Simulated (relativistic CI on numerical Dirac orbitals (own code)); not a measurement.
## Xe⁺: q coefficients and field-shift factors

Calculated at this level of theory: Dirac-Coulomb-Breit CI, KLI orbitals optimised for each configuration, valence Slater integrals scaled by 0.85, P86 correlation energy added to each configuration, derivatives by finite differences, QED left out (own radial code, finite nucleus).

CI space (outside the closed core [Kr] 4d10): 5s2.5p5, 5s.5p6, 5s2.5p4.6s, 5s2.5p4.5d, 5s2.5p4.6p, 5s.5p5.5d, 5s2.5p4.6d. The list is cut by size and lacks configurations that can hold low levels.

With x = (α/α₀)² − 1 an excitation energy changes as ω = ω₀ + qx; K = 2q/ω₀ is the relative enhancement. Terms are leading LS components, so labels can repeat. The field-shift factor is F = δν/δ⟨r²⟩ for the transition from the lowest level.

Lowest level 5s2.5p5 2P°_3/2.

```
            Level  ω₀ (cm⁻¹)  q (cm⁻¹)         K  F (GHz/fm²)
  5s2.5p5 2P°_1/2    10551.9     11820      2.24       -0.401
5s2.5p4.5d 2S_1/2    93598.2     10290      0.22        -8.49
5s2.5p4.6s 4P_5/2    95913.1     -5320    -0.111         6.25
5s2.5p4.5d 4D_7/2    97319.0      1145    0.0235         2.14
5s2.5p4.5d 4D_5/2    97475.0     646.7    0.0133          2.3
5s2.5p4.5d 4D_3/2    97814.1     -1445   -0.0296         3.75
5s2.5p4.6s 2P_3/2    98601.9     -3074   -0.0624         4.51
5s2.5p4.5d 4D_1/2    99184.3      1182    0.0238         2.26
5s2.5p4.5d 4F_9/2   101517.5    -848.8   -0.0167          2.3
5s2.5p4.5d 4F_7/2   104298.5    -488.4  -0.00937         2.29
5s2.5p4.6s 4P_1/2   104389.5      3790    0.0726         4.28
5s2.5p4.6s 4P_3/2   105768.1      5127     0.097         5.22
5s2.5p4.5d 2P_1/2   107108.3      7189     0.134         3.18
```

For a near-neutral ion this model can misplace configurations by up to about 10,000 cm⁻¹ (more where the count of f electrons changes) and terms by 10 to 25 % of their spread. Rates follow the energies as ν³ (E1, M1) or ν⁵ (E2), so they and the lifetimes can be off by large factors. The fine structure of a lone outer electron comes out too small, for d and f at times inverted, and misplaced configurations move strength between like terms.
